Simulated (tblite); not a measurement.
C₅H₈O₂.
SMILES with atom numbers: `[CH3:1][O:2][C@@H:3]1[CH:4]=[CH:5][O:6][CH2:7]1` (hydrogens: H8, H9, H10 on C1; H11 on C3; H12 on C4; H13 on C5; H14, H15 on C7)

Computed with GFN2-xTB (tblite), gas phase: nudged elastic band of 9 images (0 to 8), spring 0.2 eV/Å², climbing image at the end, force threshold 0.05 eV/Å. The top image wasn't refined or checked by frequencies; at this threshold it can lie a kcal/mol or more above the true saddle point of the method.

The band describes a rotation about C3–O2 (sp3 carbon bound to oxygen, ether oxygen), followed by the dihedral C7–C3–O2–C1, from the optimised start (172°) to a second optimised geometry at -69°.

**Question.** How does the energy change from image to image?

**Answer.** 
```csv
image,dihedral (°),E (eV),C3–O2 (Å),C7···C1 (Å),largest true force (eV/Å)
0,172,0.000,1.418,3.69,0.01
1,-175,0.009,1.419,3.69,0.04
2,-161,0.035,1.421,3.67,0.04
3,-144,0.070,1.425,3.62,0.04
4,-125,0.090,1.427,3.54,0.04
5,-106,0.073,1.424,3.43,0.05
6,-89,0.027,1.419,3.29,0.06
7,-76,-0.013,1.416,3.14,0.05
8,-69,-0.024,1.415,3.07,0.01
```

Barriers of this band. The top is image 4 at -125°: 0.090 eV forward and 0.114 eV back; the end lies 0.024 eV below the start. The central bond is 0.009 Å longer at the top than at the start.

**Question.** What rate follows at 250 K for crossing this barrier forward?

**Answer.** Taking the electronic barrier for the free energy of activation (no zero-point or entropy terms, transmission 1), rate = (kT/h)·exp(−ΔE/kT) ≈ 8 × 10^10 s⁻¹, whose inverse is 1 × 10^-11 s. An error of 1 kcal/mol in the barrier changes this by a factor of 7, and the method and the loose band can each miss by that much or more.

**Question.** How would the two end points share their population at 250 K, from these energies alone?

**Answer.** exp(−ΔE/kT) with ΔE = 0.024 eV gives 0.33 for the higher one (start) against 1 for the lower, without vibrational, rotational or degeneracy terms. GFN2-xTB can put conformers this close in the wrong order.

What follows is the cost of the whole band run. The run took about 8 s of CPU time (one thread, shared machine).
